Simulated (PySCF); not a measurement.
Screening by computed properties: pick the candidate that meets the target.

Species are written as SMILES; each is one conformer at its optimised geometry, gas phase, non-relativistic unless stated; the electronic structure was computed with PySCF and density fitting.

The conformers computed, where there is a choice (atom-mapped SMILES and torsion angles):
- `[OH:1][c:2]1[cH:3][cH:4][cH:5][c:6]([Cl:7])[n:8]1`: H–O1–C2–C3 180°
- `[CH:1]#[C:2]/[CH:3]=[C:4](\[O:5][SiH3:6])[CH:7]([F:8])[F:9]`: C3–C4–O5–Si6 -4°, C3–C4–C7–F8 -59°
- `[SH:1][c:2]1[cH:3][cH:4][c:5]2[cH:6][n:7][o:8][c:9]2[cH:10]1`: H–S1–C2–C3 180°
- `[CH:1]#[C:2]/[CH:3]=[CH:4]\[CH2:5][O:6][SiH:7]([F:8])[F:9]`: C3–C4–C5–O6 -122°, C4–C5–O6–Si7 47°, C5–O6–Si7–F8 -68°
- `[N:1]#[C:2][CH2:3][CH2:4][PH2:5]`: C2–C3–C4–P5 180°, H–P5–C4–C3 46°, H–P5–C4–C3 -46°
- `[F:1][CH2:2][C:3]1=[CH:4][Si@@H:5]([F:6])[CH:7]=[CH:8][O:9]1`: F1–C2–C3–C4 3°
- `[F:1][CH:2]([F:3])[O:4][C:5]1=[CH:6][CH:7]=[CH:8][SiH2:9]1`: F1–C2–O4–C5 -167°, C2–O4–C5–C6 -9°

The conformers of `PP1CCSCC1` and `O=C1[SiH2]C[C@@]2(F)C[C@@]12F` aren't listed.

Question: Wanted: dipole moment below 2.1 D (CAM-B3LYP/def2-SVPD) and static isotropic polarisability below 87 au (CAM-B3LYP/def2-SVPD), at GFN2-xTB geometries. Which candidate meets both?
A. `Oc1cccc(Cl)n1`
B. `C#C/C=C(\O[SiH3])C(F)F`
C. `N#CCCP`
D. `Sc1ccc2cnoc2c1`
E. `C(=C/CO[SiH](F)F)/C#C`

Answer: A. Computed values:
| species | dipole moment | static isotropic polarisability |
| --- | --- | --- |
| Oc1cccc(Cl)n1 | 1.95 D | 82.1 au |
| Sc1ccc2cnoc2c1 | 2.34 D | 110.5 au |
| C#C/C=C(\O[SiH3])C(F)F | 2.54 D | 89.9 au |
| C(=C/CO[SiH](F)F)/C#C | 3.11 D | 84.0 au |
| N#CCCP | 3.33 D | 65.4 au |

Question: Wanted: smallest rotational constant above 1.2 GHz (GFN2-xTB) and lowest singlet excitation above 5 eV (TDDFT CAM-B3LYP/def2-SVPD), at GFN2-xTB geometries. Which candidate meets both?
A. `N#CCCP`
B. `Oc1cccc(Cl)n1`
C. `FCC1=C[Si@@H](F)C=CO1`
D. `Sc1ccc2cnoc2c1`

Answer: A. Computed values:
```csv
species,smallest rotational constant,lowest singlet excitation
Sc1ccc2cnoc2c1,0.606 GHz,4.76 eV
FCC1=C[Si@@H](F)C=CO1,0.702 GHz,5.95 eV
Oc1cccc(Cl)n1,0.946 GHz,5.11 eV
N#CCCP,1.434 GHz,6.55 eV
```

Question: Wanted: lowest triplet excitation (Tamm–Dancoff) between 4.1 eV and 5 eV (TDA CAM-B3LYP/def2-SVPD) and electronic spatial extent ⟨r²⟩ about the centre of nuclear charge below 1660 bohr² (CAM-B3LYP/def2-SVPD), at GFN2-xTB geometries. Which candidate meets both?
A. `Sc1ccc2cnoc2c1`
B. `FCC1=C[Si@@H](F)C=CO1`
C. `FC(F)OC1=CC=C[SiH2]1`
D. `Oc1cccc(Cl)n1`
E. `N#CCCP`

Answer: B. Computed values:
```csv
species,lowest triplet excitation (Tamm–Dancoff),electronic spatial extent ⟨r²⟩ about the centre of nuclear charge
FC(F)OC1=CC=C[SiH2]1,2.56 eV,1610 bohr²
Sc1ccc2cnoc2c1,3.43 eV,1717 bohr²
Oc1cccc(Cl)n1,3.96 eV,1121 bohr²
FCC1=C[Si@@H](F)C=CO1,4.27 eV,1516 bohr²
N#CCCP,5.54 eV,766 bohr²
```

Question: Wanted: HOMO energy between -8.5 eV and -8.1 eV (CAM-B3LYP/def2-SVPD) and HOMO–LUMO gap below 8.4 eV (CAM-B3LYP/def2-SVPD), at GFN2-xTB geometries. Which candidate meets both?
A. `FC(F)OC1=CC=C[SiH2]1`
B. `N#CCCP`
C. `Oc1cccc(Cl)n1`
D. `PP1CCSCC1`
E. `O=C1[SiH2]C[C@@]2([C@]1(C2)F)F`
F. `FCC1=C[Si@@H](F)C=CO1`

Answer: C. Computed values:
```
                       species  HOMO energy  HOMO–LUMO gap
                        N#CCCP     -9.15 eV        9.78 eV
         FCC1=C[Si@@H](F)C=CO1     -8.78 eV        9.18 eV
O=C1[SiH2]C[C@@]2([C@]1(C2)F)F     -8.62 eV        8.04 eV
                 Oc1cccc(Cl)n1     -8.34 eV        8.27 eV
          FC(F)OC1=CC=C[SiH2]1     -7.93 eV        7.38 eV
                     PP1CCSCC1     -7.65 eV        8.62 eV
```
